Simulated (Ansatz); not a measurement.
Start from `B/C=C/O[SiH3]` and change one atom or group (the configuration at the double bond changes too) to get `[SiH3]O/C=C\S`.

Ansatz, PBE0-D4/def2-TZVP geometries, multiplicity 1. Each molecule was computed in one conformer, which needn't be the lowest.

```json
{"property": "size of the dipole moment (PBE/def2-TZVPP) / D", "`B/C=C/O[SiH3]`": "3.03"}
{"property": "size of the dipole moment (ωB97M-V/def2-TZVPP) / D", "`B/C=C/O[SiH3]`": "2.75"}
{"property": "HOMO–LUMO gap (B3LYP/def2-TZVPP) / eV", "`B/C=C/O[SiH3]`": "5.56"}
{"property": "LUMO energy (B3LYP/def2-TZVPP) / eV", "`B/C=C/O[SiH3]`": "-1.77"}
{"property": "HOMO–LUMO gap (PBE0/def2-TZVPP) / eV", "`B/C=C/O[SiH3]`": "5.99"}
{"property": "HOMO energy (PBE0/def2-TZVPP) / eV", "`B/C=C/O[SiH3]`": "-7.56"}
```

(1) Give the same properties after the change, and the shifts. (An estimate is asked.)

Answers

(1) Computed: 
| property | `[SiH3]O/C=C\S` | shift |
| --- | --- | --- |
| size of the dipole moment (PBE/def2-TZVPP) / D | 1.74 | -1.29 |
| size of the dipole moment (ωB97M-V/def2-TZVPP) / D | 1.85 | -0.90 |
| HOMO–LUMO gap (B3LYP/def2-TZVPP) / eV | 5.56 | 0.00 |
| LUMO energy (B3LYP/def2-TZVPP) / eV | -0.27 | 1.50 |
| HOMO–LUMO gap (PBE0/def2-TZVPP) / eV | 5.97 | -0.02 |
| HOMO energy (PBE0/def2-TZVPP) / eV | -6.04 | 1.52 |

Dipoles are sizes alone; their direction can turn.

B3LYP here is the variant with VWN-RPA as its local correlation; programs differ in this.
